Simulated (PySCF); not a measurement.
Computed shifts of a molecule C2H8GeN2, PBE/pcSseg-1 (PySCF), GIAO, gas phase, equivalent atoms averaged, in ppm (number of nuclei): ¹⁵N: 36.1 (1), 21.9 (1). ¹³C: 149.9 (1), 140.6 (1). ¹H: 6.66 (1), 6.57 (1), 6.35 (1), 5.36 (1), 0.43 (1), 0.35 (1), 0.28 (1), 0.13 (1). References: ⁷³Ge against GeH4 (σ = 1614.4 ppm); ¹⁵N against NH3 (σ = 267.0 ppm); ¹³C against TMS (σ = 182.0 ppm); ¹H against TMS (σ = 31.49 ppm), references at their B3LYP-D3(BJ)/def2-TZVP geometries, non-relativistic. Geometry optimised at B3LYP-D3(BJ)/def2-SVP. One conformer was computed; it need not be the lowest.

Problem. Identify the compound among the candidates.
A. C=[CH][GeH]([NH2])[NH2]
B. C[N](C)[Ge][NH2]
C. NC/C=[N]/[GeH3]
D. C/N=[CH]/[GeH2][NH2]

Solution. A, C=[CH][GeH]([NH2])[NH2]
